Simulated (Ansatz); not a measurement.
The cluster Ga₃N₃⁺, relaxed as a doublet with UKS PBE-D4/def2-SVP in Ansatz, starting from the GFN1-xTB geometry. Force threshold 0.02 eV/Å.

The gap within one spin of the charge 1 doublet nearly closes, so an electron or hole may be smeared out by delocalisation error. The structure comes from a short search, and lower isomers may exist.

Start:

```csv
atom,x (Å),y (Å),z (Å)
Ga1,-0.687,0.946,1.056
Ga2,0.521,0.610,-1.356
Ga3,0.525,-1.414,0.459
N4,-0.652,1.880,-0.588
N5,0.944,-1.233,-1.376
N6,-0.650,-0.791,1.804
```

```csv
step,energy (eV),largest force component (eV/Å),SCF passes
1,-161540.5312,0.923,77
2,-161540.6613,0.565,37
3,-161540.7265,0.092,37
4,-161540.7343,0.035,36
5,-161540.7349,0.025,30
6,-161540.7350,0.005,33
```

Force components are those of the run's own axes.

End:

```xyz
6

Ga   -0.7949    0.9127    0.9659
Ga    0.3874    0.5410   -1.3534
Ga    0.4140   -1.4457    0.3682
N    -0.5424    1.9333   -0.5206
N     1.0658   -1.2005   -1.3139
N    -0.5299   -0.7409    1.8538
```

By distances, no bond broke or formed. The bond that changes most is Ga1–N4, from 1.89 to 1.82 Å (atoms count from 1).

No frequencies were taken in this run, so the end may be a saddle point.

Hardware: 4 threads of Arm Neoverse V2 on a shared host. Wall time 15 s.
